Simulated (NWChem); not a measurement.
CH4OZn; SMILES C[O][ZnH]

```xyz
7

Zn    -0.0222    -0.8113     0.0001
H     -0.3278    -2.2978    -0.0027
O      0.4887     0.8840    -0.0001
C     -0.2535     2.0515     0.0000
H     -0.9412     2.1444     0.8676
H      0.4209     2.9282     0.0447
H     -0.8744     2.1832    -0.9119
```
Atoms are numbered in this order, from 1.

Program: NWChem. Structure relaxed at the PBE0/def2-SVP level. Ions are spin-unrestricted doublets at the neutral geometry; other ion states weren't tried.

For level PBE0/def2-SVP:

- −ε(HOMO) (eV): 6.93

What are these values for level PBE/def2-SVP?


* **−ε(HOMO) (eV)**: 5.37
